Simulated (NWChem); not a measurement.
System: CuNH4; SMILES [NH3]->[CuH]

NWChem input:

```
start job
memory heap 200 mb stack 900 mb global 1100 mb
geometry units angstroms
  Cu    -0.367499    -0.070124     0.157157
  H     -1.676893    -0.319121     0.717671
  N      1.416306     0.270183    -0.605732
  H      1.355416     1.032246    -1.278175
  H      1.749451    -0.571376    -1.072084
  H      2.059504     0.524241     0.141519
end
basis spherical
  * library 6-31g*
end
dft
  xc b3lyp
  iterations 150
end
driver
  maxiter 120
end
task dft optimize
task dft freq
```

Excerpt of the output:

```
             Northwest Computational Chemistry Package (NWChem) 7.3.0
             --------------------------------------------------------

 C3  symmetry detected

                             Geometry "geometry" -> ""
                             -------------------------

 Output coordinates in angstroms (scale by  1.889725989 to convert to a.u.)

  No.       Tag          Charge          X              Y              Z
 ---- ---------------- ---------- -------------- -------------- --------------
    1 Cu                  29.0000     0.00000000     0.00000000    -0.48155163
    2 H                    1.0000     0.00000000    -0.00000000    -1.92747254
    3 N                    7.0000     0.00000000    -0.00000000     1.48816123
    4 H                    1.0000    -0.91336871    -0.29811273     1.82511372
    5 H                    1.0000     0.19851116     0.94005687     1.82511372
    6 H                    1.0000     0.71485755    -0.64194414     1.82511372

 Effective nuclear repulsion energy (a.u.)      96.9380709634

      Symmetry information
      --------------------

 Group name             C3
 Group number              5
 Group order               3
 No. of unique centers     4

                                Z-matrix (autoz)
                                --------

 Units are Angstrom for bonds and degrees for angles

      Type          Name      I     J     K     L     M      Value
      ----------- --------  ----- ----- ----- ----- ----- ----------
    1 Stretch                  1     2                       1.44592
    2 Stretch                  1     3                       1.96971
    3 Stretch                  3     4                       1.01816
    4 Stretch                  3     5                       1.01816
    5 Stretch                  3     6                       1.01816
    6 Bend                     1     3     4               109.32599
    7 Bend                     1     3     5               109.32599
    8 Bend                     1     3     6               109.32599
    9 Bend                     2     3     4               109.32599
   10 Bend                     2     3     5               109.32599
   11 Bend                     2     3     6               109.32599
   12 Bend                     4     3     5               109.61606
   13 Bend                     4     3     6               109.61606
   14 Bend                     5     3     6               109.61606
   15 Torsion                  2     1     4     3         180.00000
   16 Torsion                  2     1     5     3        -180.00000
   17 Torsion                  2     1     6     3        -180.00000

                           NWChem Geometry Optimization
                           ----------------------------

 maximum gradient threshold         (gmax) =   0.000450
 rms gradient threshold             (grms) =   0.000300
 maximum cartesian step threshold   (xmax) =   0.001800
 rms cartesian step threshold       (xrms) =   0.001200
 fixed trust radius                (trust) =   0.300000
 source of zmatrix                         =   autoz

          -------------------
          Energy Minimization
          -------------------

 Using diagonal initial Hessian
 Scaling for Hessian diagonals: bonds = 1.00  angles = 0.25  torsions = 0.10

          --------
          Step   0

                                 NWChem DFT Module
                                 -----------------

 Summary of "ao basis" -> "ao basis" (spherical)
 ------------------------------------------------------------------------------
       Tag                 Description            Shells   Functions and Types
 ---------------- ------------------------------  ------  ---------------------
 Cu                          6-31g*                 12       34   5s4p2d1f
 H                           6-31g*                  2        2   2s
 N                           6-31g*                  6       14   3s2p1d

      Symmetry analysis of basis
      --------------------------

        a          24
        e+         16
        e-         16

  Rotation of axis

[...]

      ----------------------
      Optimization converged
      ----------------------

  Step       Energy      Delta E   Gmax     Grms     Xrms     Xmax
  ---- ---------------- -------- -------- -------- -------- --------
@    3   -1697.39952616 -1.9D-07  0.00010  0.00003  0.00026  0.00052
                                     ok       ok       ok       ok

                                Z-matrix (autoz)
                                --------

 Units are Angstrom for bonds and degrees for angles

      Type          Name      I     J     K     L     M      Value     Gradient
      ----------- --------  ----- ----- ----- ----- ----- ---------- ----------
    1 Stretch                  1     2                       1.49006    0.00010
    2 Stretch                  1     3                       1.86968   -0.00005
    3 Stretch                  3     4                       1.02508   -0.00003
    4 Stretch                  3     5                       1.02508   -0.00003
    5 Stretch                  3     6                       1.02508   -0.00003
    6 Bend                     1     3     4               112.74175   -0.00001
    7 Bend                     1     3     5               112.74175   -0.00001
    8 Bend                     1     3     6               112.74175   -0.00001
    9 Bend                     2     3     4               112.74175   -0.00001
   10 Bend                     2     3     5               112.74175   -0.00001
   11 Bend                     2     3     6               112.74175   -0.00001
   12 Bend                     4     3     5               106.01184    0.00001
   13 Bend                     4     3     6               106.01184    0.00001
   14 Bend                     5     3     6               106.01184    0.00001
   15 Torsion                  2     1     4     3         180.00000   -0.00000
   16 Torsion                  2     1     5     3        -180.00000    0.00000
   17 Torsion                  2     1     6     3         180.00000   -0.00000

                         Geometry "geometry" -> "geometry"
                         ---------------------------------

 Output coordinates in angstroms (scale by  1.889725989 to convert to a.u.)

  No.       Tag          Charge          X              Y              Z
 ---- ---------------- ---------- -------------- -------------- --------------
    1 Cu                  29.0000    -0.00000000     0.00000000    -0.43716847
    2 H                    1.0000    -0.00000000     0.00000000    -1.92722515
    3 N                    7.0000     0.00000000     0.00000000     1.43251205
    4 H                    1.0000    -0.89872990    -0.29333480     1.82878659
    5 H                    1.0000     0.19532956     0.92499033     1.82878659
    6 H                    1.0000     0.70340034    -0.63165553     1.82878659

 Effective nuclear repulsion energy (a.u.)      99.8279422128

      Symmetry information
      --------------------

[...]

 Rotational Constants
 --------------------
 A=   6.238389 cm-1  (  8.975449 K)
 B=   0.302195 cm-1  (  0.434782 K)
 C=   0.302195 cm-1  (  0.434782 K)

 Temperature                      =   298.15K
 frequency scaling parameter      =   1.0000

 Zero-Point correction to Energy  =   27.581 kcal/mol  (  0.043954 au)
 Thermal correction to Energy     =   30.246 kcal/mol  (  0.048201 au)
 Thermal correction to Enthalpy   =   30.838 kcal/mol  (  0.049144 au)

 Total Entropy                    =   62.083 cal/mol-K
   - Translational                =   39.071 cal/mol-K (mol. weight =  80.9642)
   - Rotational                   =   18.385 cal/mol-K (symmetry #  =        3)
   - Vibrational                  =    4.627 cal/mol-K

 Cv (constant volume heat capacity) =   12.667 cal/mol-K
   - Translational                  =    2.979 cal/mol-K
   - Rotational                     =    2.979 cal/mol-K
   - Vibrational                    =    6.708 cal/mol-K

[normal modes left out]

 ----------------------------------------------------------------------------
 Normal Eigenvalue ||           Projected Infra Red Intensities
  Mode   [cm**-1]  || [atomic units] [(debye/angs)**2] [(KM/mol)] [arbitrary]
 ------ ---------- || -------------- ----------------- ---------- -----------
    1       -0.000 ||    0.025518           0.589        24.876       6.720
    2       -0.000 ||    0.006545           0.151         6.380       1.724
    3       -0.000 ||    0.006636           0.153         6.470       1.748
    4        0.000 ||    0.025300           0.584        24.664       6.662
    5        0.000 ||    0.000019           0.000         0.018       0.005
    6        0.000 ||    0.001122           0.026         1.094       0.295
    7      262.424 ||    0.047331           1.092        46.141      12.464
    8      262.469 ||    0.047335           1.092        46.145      12.465
    9      526.546 ||    0.001536           0.035         1.497       0.404
   10      663.700 ||    0.056946           1.314        55.514      14.996
   11      663.706 ||    0.056947           1.314        55.514      14.996
   12     1311.783 ||    0.136909           3.159       133.465      36.053
   13     1693.608 ||    0.018294           0.422        17.834       4.817
   14     1693.608 ||    0.018293           0.422        17.833       4.817
   15     1886.026 ||    0.188124           4.340       183.393      49.540
   16     3389.573 ||    0.008772           0.202         8.551       2.310
   17     3474.652 ||    0.018957           0.437        18.481       4.992
   18     3474.653 ||    0.018959           0.437        18.482       4.993
 ----------------------------------------------------------------------------
```

Level: B3LYP/6-31G* (spherical d). B3LYP is NWChem's, with the RPA form of VWN correlation.
